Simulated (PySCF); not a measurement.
```xyz
3
charge 0 multiplicity 3, angstrom
Se    0.0000    0.0000   -1.0865
Ni    1.2546    0.0000    0.7491
Ni   -1.2546    0.0000    0.7491
```

Level of theory: UB3LYP/[Se def2-SVP, Ni def2-SVP], no relativity, density fitting, PySCF.

This geometry of Ni₂Se is a stationary point at this level.

(1) What is the point group?

(2) Is it a minimum?

(3) Give the atomic charges and bond orders.

(4) What is the atomisation energy, with and without zero-point energy?

Answers

(1) C2v.

(2) Yes: all harmonic wavenumbers are real.

(3) 
```
 atom  Mulliken  Löwdin  polar tensor  spin (Mulliken)  Mayer order to Se1
  Se1     -0.33   -0.24         -0.51            -0.06                   –
Ni2,3      0.17    0.12          0.26             1.03                1.09
```
Other Mayer orders above 0.3: Ni–Ni 0.60.

(4) 510 kJ/mol without, 506 kJ/mol with.

Other isomers or separated fragments may lie lower. With open d or f shells other occupations or spin states may lie lower.
